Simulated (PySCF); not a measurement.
C₂H₅N₃Si, SMILES N1[SiH](N)N=CC=1.

The structure is a stationary point at B3LYP-D3(BJ)/def2-SVP. This is a generated structure with no PubChem entry under its InChIKey; it may be hypothetical. One conformer was computed; it need not be the lowest.

All values below come from TDDFT-PBE/def2-SVPD run with PySCF.

Vertical excitations. Isolated molecule, no solvent.

Computed UV-visible absorptions:
```json
[
 {"state": "S1", "energy (eV)": "2.95", "λ (nm)": "420", "f": "0.000", "main pairs": "HOMO→LUMO 96 %"},
 {"state": "S2", "energy (eV)": "3.12", "λ (nm)": "397", "f": "0.000", "main pairs": "HOMO−1→LUMO 97 %"},
 {"state": "S3", "energy (eV)": "3.53", "λ (nm)": "351", "f": "0.004", "main pairs": "HOMO−2→LUMO 98 %"},
 {"state": "S4", "energy (eV)": "5.38", "λ (nm)": "231", "f": "0.025", "main pairs": "HOMO−3→LUMO 93 %"},
 {"state": "S5", "energy (eV)": "5.79", "λ (nm)": "214", "f": "0.033", "main pairs": "HOMO−4→LUMO 65 %, HOMO→LUMO+1 30 %"},
 {"state": "S6", "energy (eV)": "5.85", "λ (nm)": "212", "f": "0.025", "main pairs": "HOMO→LUMO+1 68 %, HOMO−4→LUMO 28 %"},
 {"state": "S7", "energy (eV)": "5.97", "λ (nm)": "208", "f": "0.002", "main pairs": "HOMO−1→LUMO+1 89 %"},
 {"state": "S8", "energy (eV)": "5.99", "λ (nm)": "207", "f": "0.009", "main pairs": "HOMO→LUMO+2 94 %"},
 {"state": "S9", "energy (eV)": "6.15", "λ (nm)": "201", "f": "0.007", "main pairs": "HOMO−1→LUMO+2 93 %"},
 {"state": "S10", "energy (eV)": "6.42", "λ (nm)": "193", "f": "0.022", "main pairs": "HOMO→LUMO+3 96 %"},
 {"state": "T1", "energy (eV)": "2.52", "λ (nm)": "493", "f": "0", "main pairs": "HOMO→LUMO 98 %"},
 {"state": "T2", "energy (eV)": "2.64", "λ (nm)": "469", "f": "0", "main pairs": "HOMO−1→LUMO 99 %"},
 {"state": "T3", "energy (eV)": "3.29", "λ (nm)": "377", "f": "0", "main pairs": "HOMO−2→LUMO 93 %"},
 {"state": "T4", "energy (eV)": "3.80", "λ (nm)": "326", "f": "0", "main pairs": "HOMO−3→LUMO 93 %"}
]
```
Triplets are in the Tamm–Dancoff approximation, which puts them higher than full response would, so one can lie above its singlet here.
